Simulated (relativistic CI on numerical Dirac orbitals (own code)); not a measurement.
## Energy levels of Tl62+

Method of calculation: Dirac-Coulomb-Breit CI, orbitals from a KLI potential per configuration, QED by a radiative potential, unscaled Slater integrals (own radial code, finite nucleus).

Configuration list (outside the closed core [Ne]): 3s2 3p6 3d, 3s2 3p5 3d2, 3s 3p6 3d2, 3s2 3p6 4s, 3s2 3p6 4p, 3s2 3p6 4d, 3s2 3p5 3d 4s, 3s2 3p6 4f, 3s2 3p5 3d 4p, 3p6 3d3, 3p5 3d4, 3p5 3d3 4s. Double excitations out of closed p, d and f shells are left out; levels of such configurations are missing from the list, as are those of other unlisted configurations, and high levels can miss mixing partners. These lack a partner that the ground configuration has and come out too high: 3s2 3p5 3d 4p.

The lowest level is 3s2 3p6 3d 2D_3/2, with 100 % of that term; Hund's rules for 3s2 3p6 3d give 2D with J = 3/2, in agreement.

```tsv
No.	Configuration	Term	J	E (10³ cm⁻¹)	%	Landé g	jj configuration (%)
1	3s2 3p6 3d	2D	3/2	0.0	100	0.784	3d3/2 (100)
2	3s2 3p6 3d	2D	5/2	953.1	100	1.185	3d5/2 (100)
3	3p5 3d2(3F)	4D°	3/2	2300.3	37	0.939	3p3/2^3 3d3/2^2 (99)
4	3p5 3d2(3F)	4D°	1/2	2327.0	80	0.150	3p3/2^3 3d3/2^2 (96)
5	3p5 3d2(3F)	4F°	5/2	2365.1	33	0.995	3p3/2^3 3d3/2^2 (98)
6	3p5 3d2(3F)	2G°	7/2	2383.5	35	1.007	3p3/2^3 3d3/2^2 (100)
7	3p5 3d2(1S)	2P°	3/2	2601.1	33	1.317	3p3/2^3 3d3/2^2 (98)
8	3p5 3d2(3F)	4D°	5/2	3197.6	49	1.244	3p3/2^3 3d3/2 3d5/2 (100)
9	3p5 3d2(3F)	4G°	9/2	3236.0	70	1.160	3p3/2^3 3d3/2 3d5/2 (100)
10	3p5 3d2(3F)	4F°	7/2	3267.9	48	1.228	3p3/2^3 3d3/2 3d5/2 (98)
11	3p5 3d2(3F)	4D°	3/2	3305.9	48	1.085	3p3/2^3 3d3/2 3d5/2 (98)
12	3p5 3d2(3P)	4P°	5/2	3322.3	41	1.220	3p3/2^3 3d3/2 3d5/2 (99)
13	3p5 3d2(1G)	2H°	11/2	3335.6	72	1.127	3p3/2^3 3d3/2 3d5/2 (99)
14	3p5 3d2(3F)	2G°	7/2	3349.5	42	1.086	3p3/2^3 3d3/2 3d5/2 (100)
15	3p5 3d2(3P)	2S°	1/2	3413.0	34	1.619	3p3/2^3 3d3/2 3d5/2 (99)
16	3p5 3d2(1G)	2F°	7/2	3451.7	37	1.122	3p3/2^3 3d3/2 3d5/2 (99)
17	3p5 3d2(3P)	4D°	5/2	3468.5	49	1.243	3p3/2^3 3d3/2 3d5/2 (100)
18	3p5 3d2(1G)	2G°	9/2	3497.1	63	1.093	3p3/2^3 3d3/2 3d5/2 (99)
19	3p5 3d2(3P)	4S°	3/2	3501.4	36	1.441	3p3/2^3 3d3/2 3d5/2 (99)
20	3p5 3d2(3F)	2D°	3/2	3670.9	44	0.865	3p3/2^3 3d3/2 3d5/2 (97)
21	3p5 3d2(1G)	2F°	5/2	3734.7	82	0.870	3p3/2^3 3d3/2 3d5/2 (97)
22	3p5 3d2(3P)	2P°	1/2	3792.9	74	0.632	3p3/2^3 3d3/2 3d5/2 (95)
23	3p5 3d2(3F)	4G°	11/2	4186.7	72	1.207	3p3/2^3 3d5/2^2 (99)
24	3p5 3d2(1D)	2D°	5/2	4260.4	52	1.200	3p3/2^3 3d5/2^2 (100)
25	3p5 3d2(3F)	4F°	9/2	4284.9	49	1.188	3p3/2^3 3d5/2^2 (99)
26	3p5 3d2(1D)	2F°	7/2	4316.6	51	1.226	3p3/2^3 3d5/2^2 (99)
27	3p5 3d2(1D)	2P°	1/2	4383.8	59	1.117	3p3/2^3 3d5/2^2 (99)
28	3p5 3d2(3F)	2F°	7/2	4522.8	45	1.158	3p3/2^3 3d5/2^2 (97)
29	3p5 3d2(1S)	2P°	3/2	4602.9	52	1.265	3p3/2^3 3d5/2^2 (99)
30	3p5 3d2(3F)	2D°	5/2	4695.3	56	1.162	3p3/2^3 3d5/2^2 (97)
31	3p5 3d2(1S)	2P°	3/2	4716.0	59	1.292	3p3/2^3 3d5/2^2 (97)
32	3p5 3d2(3F)	4G°	5/2	6641.0	48	0.744	3p1/2 3p3/2^4 3d3/2^2 (99)
33	3p5 3d2(1S)	2P°	1/2	7036.2	53	0.642	3p1/2 3p3/2^4 3d3/2^2 (99)
34	3p5 3d2(3F)	2D°	3/2	7064.6	55	0.783	3p1/2 3p3/2^4 3d3/2^2 (98)
35	3p5 3d2(3F)	4G°	7/2	7525.8	49	1.004	3p1/2 3p3/2^4 3d3/2 3d5/2 (100)
36	3p5 3d2(3F)	2D°	5/2	7549.2	26	1.050	3p1/2 3p3/2^4 3d3/2 3d5/2 (100)
37	3p5 3d2(3P)	4D°	3/2	7604.8	40	1.145	3p1/2 3p3/2^4 3d3/2 3d5/2 (99)
38	3p5 3d2(3P)	4P°	1/2	7630.9	47	1.744	3p1/2 3p3/2^4 3d3/2 3d5/2 (100)
39	3p5 3d2(1G)	2H°	9/2	7653.6	53	1.008	3p1/2 3p3/2^4 3d3/2 3d5/2 (99)
40	3p5 3d2(3F)	2D°	5/2	7904.8	38	1.132	3p1/2 3p3/2^4 3d3/2 3d5/2 (99)
41	3p5 3d2(1G)	2F°	7/2	7927.9	55	1.106	3p1/2 3p3/2^4 3d3/2 3d5/2 (98)
42	3p5 3d2(3P)	2P°	3/2	7990.9	44	1.318	3p1/2 3p3/2^4 3d3/2 3d5/2 (99)
43	3p5 3d2(3F)	4D°	7/2	8495.7	37	1.214	3p1/2 3p3/2^4 3d5/2^2 (99)
44	3p5 3d2(3F)	2G°	9/2	8563.2	42	1.110	3p1/2 3p3/2^4 3d5/2^2 (99)
45	3p5 3d2(1D)	2P°	3/2	8593.5	31	1.319	3p1/2 3p3/2^4 3d5/2^2 (100)
```

Energies count from the lowest computed level; ° marks odd parity. Percentages are summed over parent terms; the parents shown are those of the largest component, closed shells are left out there. Filled j subshells are mostly left out of the jj labels.

The mean weight of the leading LS term, summed over parents, in these 45 levels is 51 %, and that of the leading jj configuration (from the same eigenvectors) 99 %, so jj coupling describes them better and the LS labels are nominal.

At this charge energies of transitions that change n are usually good to better than 1 %, and those within a shell (Δn = 0) to a few per cent.

LS names give the leading component of a level, which can be under half, so a name can repeat, a term be missing and a line seem to break the LS rules.
